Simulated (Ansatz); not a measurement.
Relaxation of a periodic cell of 28 atoms, H₁₉NO₈ (contents 8 H2O + 1 NH3, density as packed 1.20 g/cm³ with natural masses), to a largest force component of 0.3 eV/Å in at most 15 steps.

All numbers below come from Ansatz 0.2.0, DFT PBE-D3(BJ), scalar-relativistic, plane waves, PAW. Settings: cutoff 420 eV, k mesh 1x1x1, fermi-dirac smearing 0.02 eV, no spin polarisation.

```xyz
28
Lattice="6.0659 0.0000 0.0000 0.0000 6.0659 0.0000 0.0000 0.0000 6.0659" Properties=species:S:1:pos:R:3
O 0.750 1.242 0.390
H 1.092 0.639 -0.287
H 0.875 0.759 1.220
O 5.663 3.310 4.968
H 5.909 4.044 4.387
H 5.329 2.633 4.362
O 2.827 2.778 6.101
H 2.892 3.203 5.233
H 3.005 1.844 5.918
O 4.439 1.853 1.799
H 5.036 2.610 1.708
H 4.712 1.253 1.090
O 5.266 5.081 0.997
H 5.425 5.403 1.897
H 5.453 5.848 0.437
O 3.560 4.807 3.092
H 3.856 5.728 3.046
H 3.529 4.524 2.166
O 0.925 -0.234 3.170
H 1.605 0.405 3.429
H 0.143 0.041 3.671
O 1.663 3.419 3.035
H 1.849 3.973 2.262
H 2.535 3.098 3.308
N 2.703 5.532 0.289
H 3.363 5.904 0.968
H 1.962 5.086 0.825
H 3.189 4.786 -0.202
```

Problem. Where does it end, and by what steps?

Solution. The run ended unconverged. Limits of this set-up: coarse k mesh. After 14 steps the energy has fallen by 5.454 eV; H15 moved furthest, 1.45 Å.

| step | energy less start (eV) | largest force component (eV/Å) | accepted |
| --- | --- | --- | --- |
| 0 | 0.0000 | 1.633 | yes |
| 1 | -1.1378 | 1.178 | yes |
| 2 | -1.8934 | 1.793 | yes |
| 3 | -2.5323 | 1.414 | yes |
| 4 | -3.0339 | 1.595 | yes |
| 5 | -3.5137 | 1.721 | yes |
| 6 | -3.8980 | 1.637 | yes |
| 7 | -4.1679 | 1.263 | yes |
| 8 | -4.4178 | 1.150 | yes |
| 9 | -4.6409 | 0.849 | yes |
| 10 | -4.8845 | 0.987 | yes |
| 11 | -5.0957 | 0.604 | yes |
| 12 | -5.2584 | 0.795 | yes |
| 13 | -5.3656 | 0.486 | yes |
| 14 | -5.4541 | 0.372 | yes |

```xyz
28
Lattice="6.0659 0.0000 0.0000 0.0000 6.0659 0.0000 0.0000 0.0000 6.0659" Properties=species:S:1:pos:R:3
O 0.402 1.393 0.215
H 1.011 0.590 0.051
H 0.746 1.729 1.066
O 5.594 3.625 5.186
H 6.154 4.091 4.538
H 6.066 2.766 5.424
O 3.171 2.502 5.570
H 3.930 2.927 5.106
H 2.636 2.044 4.894
O 4.068 2.013 2.014
H 4.717 2.749 2.090
H 3.881 1.955 1.041
O 5.646 4.370 1.853
H 6.142 5.141 2.290
H 5.663 4.483 0.875
O 3.543 5.658 3.188
H 3.864 6.548 2.876
H 4.162 5.033 2.754
O 0.851 -0.077 3.417
H 1.814 -0.285 3.350
H 0.820 0.893 3.268
O 1.491 2.578 2.752
H 0.991 3.317 2.336
H 2.421 2.583 2.420
N 2.205 5.427 0.152
H 2.660 5.489 1.068
H 1.964 4.439 0.038
H 2.940 5.587 -0.552
```

The run took 24 s on 1 thread of Arm Neoverse V2 (shared host), peak memory 0.33 GiB.
